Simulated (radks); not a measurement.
The mean radii <r> (bohr) of the occupied orbitals of an atom or ion are listed with their occupations. All-electron calculation, Dirac Kohn-Sham, BLYP, spin-unpolarised, spherical densities, finite nucleus; Fermi nuclear charge, rms radius of each element as measured or else 0.836 A^(1/3) + 0.57 fm. Program: a radial shooting solver on a logarithmic mesh with Libxc functionals.

| orbital | occ. | <r> |
|---|---|---|
| 1s1/2 | 2 | 0.02001 |
| 2s1/2 | 2 | 0.08418 |
| 2p1/2 | 2 | 0.06996 |
| 2p3/2 | 4 | 0.07732 |
| 3s1/2 | 2 | 0.2174 |
| 3p1/2 | 2 | 0.2068 |
| 3p3/2 | 4 | 0.2198 |
| 3d3/2 | 4 | 0.1926 |
| 3d5/2 | 6 | 0.1967 |
| 4s1/2 | 2 | 0.4393 |
| 4p1/2 | 2 | 0.4366 |

Name the element and its charge. Open shells, if any, fill j = l - 1/2 first.

Answer. Z = 69, thulium, charge +37: Tm37+ in [Ar] 3d10 4s2 4p2. The 1s radius gives Z: for a bare nucleus <r> = (2 gamma + 1)/(2Z) with gamma = sqrt(1 - (Z/c)^2), 0.01977 bohr for Z = 69, and screening makes it slightly larger (0.02001 here). The occupations add up to 32, and the charge is Z minus that.
